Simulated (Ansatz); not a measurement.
Reactions of BH7OSi2, SMILES `B[SiH](O)[SiH3]`.

Program: Ansatz. Geometries: PBE0-D4/def2-TZVP. ΔE: electronic, gas phase. CCSD(T)/CBS is the MP2 limit (def2-TZVPP, def2-QZVPP) plus CCSD(T) − MP2 in def2-TZVPP, frozen cores. This one scheme is used for every species. def2 core potentials past Kr. For Br, Te outer-core shells are correlated without core-valence functions, which leaves a few kJ/mol of doubt a bond. Scalar relativity is left out up to krypton. Each species was taken in one conformer, which may not be the lowest.

(1) Order these by ΔE at CCSD(T)/CBS, lowest first. (Estimate.)
A. `B[SiH](O)[SiH3]` + H₂Te → `B[TeH]` + `O[SiH2][SiH3]`
B. `B[SiH](O)[SiH3]` + `CN[SiH2]N` → `BN(C)[SiH2]N` + `O[SiH2][SiH3]`
C. `B[SiH](O)[SiH3]` + `C=C=N` → `BN=C=C` + `O[SiH2][SiH3]`
D. `B[SiH](O)[SiH3]` + PH₃ → `O[SiH]([SiH3])P` + BH₃
E. `B[SiH](O)[SiH3]` + `OC1[SiH2]S1` → `[SiH3]OC1[SiH2]S1` + `B[SiH2]O`
F. `B[SiH](O)[SiH3]` + `N[SiH3]` → `O[SiH]([SiH3])N[SiH3]` + BH₃
G. `B[SiH](O)[SiH3]` + `FCC(F)Br` → `B[SiH](O)F` + `FCC([SiH3])Br`

Largest T1 diagnostic: 0.017, for `BN=C=C`.

Results:

(1) G (-232.8 kJ/mol), B (-161.2 kJ/mol), C (-140.9 kJ/mol), A (-99.5 kJ/mol), F (-90.8 kJ/mol), E (-77.0 kJ/mol), D (-40.6 kJ/mol).
